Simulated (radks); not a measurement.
Values are calculated unless marked as measured or tabulated.
Initial-state core-level shifts of the praseodymium ion Pr+ when its valence configuration changes from [Xe] 4f3 6s1. Level of theory: Dirac Kohn-Sham, PBEsol, spin-unpolarised, spherical densities, finite nucleus; open shells fill j = l - 1/2 first; Fermi nuclear charge, rms radius 4.8919 fm (a radial shooting solver on a logarithmic mesh with Libxc functionals). Shifts are changes of the shell-averaged eigenvalues in eV (positive: less bound); the change of the density at the nucleus, which sets a Mossbauer isomer shift, is in e/bohr^3, on a base of 4.163e+05.

| valence | 3s | 3d | 4p | 4d | density at nucleus |
|---|---|---|---|---|---|
| 4f2 6s2 | -10.062 | -9.960 | -9.329 | -8.998 | +55.12 |
| 4f1.5 6s2 6p0.5 | -16.514 | -16.349 | -15.217 | -14.669 | +76.53 |
| 4f4 | +5.953 | +5.895 | +5.686 | +5.523 | -34.99 |
| 4f2 6s1.5 6p0.5 | -10.554 | -10.451 | -9.820 | -9.489 | +42.88 |
| 4f3 5d1 | +1.789 | +1.802 | +1.817 | +1.840 | -23.48 |
| 4f2 5d1 6s1 | -7.648 | -7.532 | -6.932 | -6.591 | +23.29 |
| 4f3 6s0.5 6p0.5 | -0.485 | -0.486 | -0.491 | -0.493 | -10.55 |
| 4f3 6p1 | -0.966 | -0.968 | -0.976 | -0.981 | -21.08 |
| 4f2 6s1 6p1 | -11.038 | -10.937 | -10.304 | -9.972 | +30.48 |
